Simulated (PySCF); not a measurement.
**Bond curve of BrF**

Set-up: basis Br pcseg-1, F pcseg-1; no relativity; PySCF 2.14. Energies in eV from Br + F in their ground configurations at the same level. State: ¹Σ⁺ (singlet), closed shell.

Curves on a restricted Hartree–Fock reference rise too fast on stretching and do not dissociate correctly.

```tsv
R (Å)	RHF-CCSD
1.618	-1.228
1.690	-1.666
1.744	-1.837
1.798	-1.908
1.852	-1.903
1.924	-1.810
2.014	-1.604
2.122	-1.286
```

Question: Put a parabola through the three lowest points of the RHF-CCSD curve and estimate Re, k and ωe (reduced mass 15.31 u; 1 eV/Å² = 0.16022 mdyn/Å; ωe = 1302.8·√(k/μ) cm⁻¹).

Answer: Through R = 1.744, 1.798, 1.852 Å the second-order coefficient is 13.0 eV/Å², so Re ≈ 1.821 Å, k ≈ 4.18 mdyn/Å and ωe ≈ 680 cm⁻¹. A polynomial fit of higher order to the unrounded RHF-CCSD energies gives Re = 1.820 Å, k = 3.71 mdyn/Å, ωe = 641 cm⁻¹; anharmonicity and rounding make the difference.

The higher-order fit for each curve: RHF-CCSD: Re = 1.820 Å, ωe = 641 cm⁻¹, De = 1.91 eV.

Correlated steps freeze 10 core orbitals. Correlated levels converge slowly with the basis: in double zeta they bind strong bonds too weakly, by up to about 1 eV, and carry superposition errors of some tenths. Where the molecule has an RHF reference, its open-shell atoms are computed with UHF.
